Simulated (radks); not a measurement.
Results of a calculation; reference values are marked as such.
Q: The promethium ion Pm3+ is in [Xe] 4f4. Code: a radial shooting solver on a logarithmic mesh with Libxc functionals. Model: scalar-relativistic Kohn-Sham, BLYP, spin-polarised, spherical densities, finite nucleus; Fermi nuclear charge, rms radius of each element as measured or else 0.836 A^(1/3) + 0.57 fm. Open shells are filled with parallel spins first. One electron is removed from 5p, 4d, 5s, 4f in turn, with full relaxation. Which removal costs least, and what does each cost?

A: 4f 42.013 eV; 5p 54.293 eV; 5s 74.935 eV; 4d 161.85 eV. The 4f electron leaves first.
